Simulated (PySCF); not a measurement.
Species: C5H12OSi2.
Structure used (PBE0-D3(BJ)/def2-SVP), in Å, numbered top down from 1:
```xyz
20
C5H12OSi2 angstrom
C      2.5385    0.5515    2.0544
C      2.5847    0.4378    0.8432
Si     2.6392    0.2692   -0.9880
O      1.2615   -0.4424   -1.5393
Si    -0.2505   -1.0666   -1.2268
C     -1.0437   -0.2507    0.2737
C     -2.4230   -0.8594    0.5257
C     -1.1039    1.2689    0.1301
H      2.5038    0.6502    3.1253
H      3.8155   -0.5686   -1.3471
H      2.7714    1.6289   -1.5797
H     -0.1284   -2.5411   -1.0067
H     -1.0896   -0.8252   -2.4405
H     -0.3870   -0.4939    1.1297
H     -3.1092   -0.6637   -0.3155
H     -2.8870   -0.4277    1.4281
H     -2.3771   -1.9507    0.6695
H     -1.7146    1.5672   -0.7386
H     -0.1046    1.7130    0.0051
H     -1.5565    1.7323    1.0229
```

Level: PBE0/pcSseg-1 in PySCF, non-relativistic, on one gas-phase PBE0-D3(BJ)/def2-SVP geometry that isn't relaxed in the solvent. The solvent is an IEF-PCM continuum (cavity from Bondi-type radii × 1.2). Specific hydrogen bonds and non-electrostatic terms are outside this model.

```tsv
run	E − E(gas) (kcal/mol)	HOMO (eV)	HOMO–LUMO gap (eV)	dipole (D)
gas	0.00	-7.90	7.36	1.72
P	-2.13	-7.83	7.32	2.05
Q	-2.56	-7.83	7.31	2.12
```

Problem. The runs were made in chloroform and dichloromethane. Which run belongs to which solvent?

Solution. P = chloroform, Q = dichloromethane. The dielectric constants are 4.711 (chloroform), 8.93 (dichloromethane), and the energy falls further as ε rises. In this model the ground state sees the solvent through ε alone.

Problem. How constant is the ratio of the lowering to (ε − 1)/(2ε + 1)?

Solution. 
```
        solvent  (ε − 1)/(2ε + 1)  E − E(gas) (kcal/mol)  ratio (kcal/mol)  polarisation term (kcal/mol)
     chloroform             0.356                  -2.13              -6.0                         -2.28
dichloromethane             0.420                  -2.56              -6.1                         -2.78
```

The ratio changes by +2.1 % in size from chloroform to dichloromethane. The polarisation term is half the interaction of the solute with the induced surface charges.
